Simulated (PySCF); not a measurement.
SMILES C=CCBO (PBE0/def2-SVP optimised geometry):

```
12

B      0.480    -0.568     0.000
C     -0.394     0.750     0.000
C     -1.478     0.707     1.033
C     -1.601     1.539     2.069
H     -0.857     0.794    -1.007
H      0.216     1.664     0.110
H     -2.208    -0.104     0.923
H     -0.899     2.365     2.231
H     -2.411     1.427     2.795
H     -0.040    -1.664    -0.019
O      1.829    -0.568     0.000
H      2.208     0.318     0.026
```

Computed with PBE0/def2-TZVP (PySCF 2.14.0).

Problem. What are the frontier orbital energies and the dipole moment?

Solution. HOMO-2 -9.71 eV, HOMO-1 -9.00 eV, HOMO -7.19 eV, LUMO -0.11 eV, LUMO+1 0.62 eV; dipole moment 1.64 D.

On the same geometry PBE/def2-TZVP (PySCF) gives HOMO-2 -8.25 eV, HOMO-1 -7.56 eV, HOMO -6.05 eV, LUMO -1.13 eV, LUMO+1 -0.43 eV; dipole moment 1.62 D.

Meta-Löwdin charges at PBE0/def2-TZVP: B1 0.25, C2 -0.34, C3 -0.08, C4 -0.29, H5 0.14, H6 0.10, H7 0.12, H8 0.11, H9 0.12, H10 -0.01, O11 -0.47, H12 0.35.
